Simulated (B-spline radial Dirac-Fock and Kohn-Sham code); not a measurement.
# What relativity does to the binding energies of Sb³⁶⁺

System: Sb³⁶⁺, [Ne] 3s2 3p3.

Both columns are ΔSCF binding energies of the configuration average from a radial atomic solver: non-relativistic Hartree-Fock with a point nucleus, and Dirac-Fock with a finite nucleus and the Coulomb interaction alone, averaged over the two j levels with weights 2j+1.

```
shell  Hartree-Fock (eV)  Dirac-Fock (eV)  shift (eV)  shift (%)
   1s            31579.6          32724.0    +1144.38      +3.62
   2s             6443.2           6743.6     +300.44      +4.66
   3s             2506.6           2593.5      +86.95      +3.47
   3p             2413.5           2449.8      +36.29      +1.50
```

Relativity binds 1s, 2s, 3s, 3p more strongly, among those listed most of all 2s in relative terms.

Values without a named source are computed, but for edge energies of neutral atoms, which are taken from tables.
